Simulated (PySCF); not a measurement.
# Telling isomers of C6H11N3 apart by NMR

How the numbers were obtained: geometry: GFN2-xTB, GIAO PBE0/pcSseg-1 shieldings, in PySCF 2.14 (non-relativistic Hamiltonian, no solvent model, equivalent nuclei averaged, a single conformation).

Scale: TMS for $^{1}$H, $^{13}$C (reference shieldings calculated alike). Where no couplings were computed, multiplicities follow the n + 1 count of equivalent neighbours, and m marks all less simple cases (inequivalent or close neighbours, rings, F or P nearby). Shifts are as computed. Against solution values, carbons near 30 ppm lie about +3 ppm off and those near 130 ppm about +5 ppm. Of 1211 compounds with measured shifts, 218 miss one by over three times the rms of a fit or turn the order of signals round; such compounds aren't used in these exercises.

(1) Tabulate the signals of `CCc1nnc(C)n1C`, `CCn1nnc(C)c1C`, `CCc1c(C)nnn1C`, `CCc1nn(C)nc1C` and their relative energies.

(2) What is the quickest way to tell CCc1nnc(C)n1C from CCn1nnc(C)c1C?

(3) What is the quickest way to tell CCn1nnc(C)c1C from CCc1nn(C)nc1C?

(4) What is the quickest way to tell CCc1c(C)nnn1C from CCc1nn(C)nc1C?

Results:

(1) 
```tsv
SMILES	carbon types	δC	δH	E rel. (kcal/mol)
CCc1nnc(C)n1C	2×C 1×CH2 3×CH3	158.7, 153.7, 30.1, 23.0, 16.5, 13.3	3.52 (s, 3H), 2.83 (q, 2H), 2.44 (s, 3H), 1.17 (t, 3H)	0.0
CCn1nnc(C)c1C	2×C 1×CH2 3×CH3	144.3, 133.5, 44.4, 19.1, 12.8, 9.6	4.28 (q, 2H), 2.50 (s, 3H), 2.33 (s, 3H), 1.36 (t, 3H)	9.4
CCc1c(C)nnn1C	2×C 1×CH2 3×CH3	144.2, 140.8, 34.6, 20.5, 15.8, 12.8	4.04 (s, 3H), 2.75 (q, 2H), 2.48 (s, 3H), 1.14 (t, 3H)	11.7
CCc1nn(C)nc1C	2×C 1×CH2 3×CH3	152.8, 145.3, 41.1, 22.7, 18.0, 12.1	4.11 (s, 3H), 2.73 (q, 2H), 2.42 (s, 3H), 1.17 (t, 3H)	5.6
```

Energies are electronic energies at PBE0/pcSseg-1 on these geometries, without zero-point or thermal terms, each for the one conformer computed, which needn't be the lowest.

(2) Both give the same number of carbon signals, with the same numbers of each carbon type, so the positions decide. The first has an sp3 CH2 on an aromatic ring at 23.0 ppm, the second an sp3 CH2 bonded to N at 44.4 ppm. Their most deshielded carbons lie at 158.7 and 144.3 ppm. In the proton spectra the most deshielded non-exchanging signals are 3.52 (s, 3H) and 4.28 (q, 2H).

(3) Both give the same number of carbon signals, with the same numbers of each carbon type, so the positions decide. The first has an sp3 CH2 bonded to N at 44.4 ppm, the second a methyl carbon bonded to N (CH3) at 41.1 ppm. Their most deshielded carbons lie at 144.3 and 152.8 ppm.

(4) Both give the same number of carbon signals, with the same numbers of each carbon type, so the positions decide. The first has a methyl carbon bonded to N (CH3) at 34.6 ppm, the second a substituted aromatic carbon next to a ring nitrogen (C) at 152.8 ppm. Their most deshielded carbons lie at 144.2 and 152.8 ppm.
